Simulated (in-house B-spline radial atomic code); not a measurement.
Results of a calculation; reference values are marked as such.
Two electrons in Ge: a spherical dot of radius 31.4 nm with hard walls

For Ge the NSM archive of the Ioffe Institute lists m_l = 1.6 m0, m_t = 0.08 m0 and ε = 16.2; the model takes one isotropic valley with the conductivity mass 3/(1/m_l + 2/m_t) = 0.117 m0, and so misses anisotropy and the other valleys. All triplets below are those of one valley; with several valleys two electrons can form a triplet in the 1s orbital itself, at an energy set by the valley splitting.

Effective-mass model with parabolic bands, a uniform dielectric constant, no image charges, no central-cell or spin-orbit terms. Two-electron levels come from full CI in B-splines with partial waves to l = 5 (up to 0.001 effective hartree above the limit).

What are the effective units, and what is the potential in them?

Ha* = 27211.386 meV × 0.117/16.2² = 12.13 meV and a* = 0.0529177 nm × 16.2/0.117 = 7.327 nm. The radius is R = 4.28 a*. The one-electron levels are π²/2R² = 0.2694 and 4.4934²/2R² = 0.5511 Ha*.

In these units the lowest s and p orbitals lie at 0.269390 and 0.551105, and their Coulomb and exchange integrals are J_ss = 0.417307, J_sp = 0.378429 and K_sp = 0.08403. (For an empty sphere J_ss = 1.786/R.) Full CI gives 0.903628 for the ground singlet, 1.102507 for the sp triplet, 1.224874 for the sp singlet and 1.683549 for the lowest triplet of two s orbitals.

What does it cost to add the second electron, to first order and exactly?

To first order E = 2ε_s + J_ss = 0.956088, so the charging energy E(2) − 2E(1) is J_ss = 5.062 meV. CI gives 0.903628 − 2 × (0.269390) = 0.364847, or 4.426 meV: relaxation and correlation lower it by 0.6364 meV, 12.6 % of J_ss. The s² configuration of one-electron orbitals holds 94.0 % of the state, and the mean radius is 16.7 nm.

How far above the singlet do the triplets lie?

To first order the sp triplet lies at ε_s + ε_p + J_sp − K_sp = 1.114893, which is 1.927 meV above 2ε_s + J_ss. CI gives 1.102507 − (0.903628) = 0.198879, or 2.413 meV, 71 % of the orbital spacing of 3.418 meV. The ss triplet lies 9.461 meV up, so the lower of the two is the sp one, and its gap equals k_BT at 28 K. The sp singlet-triplet splitting is 1.484 meV, against 2K_sp = 2.039 meV.
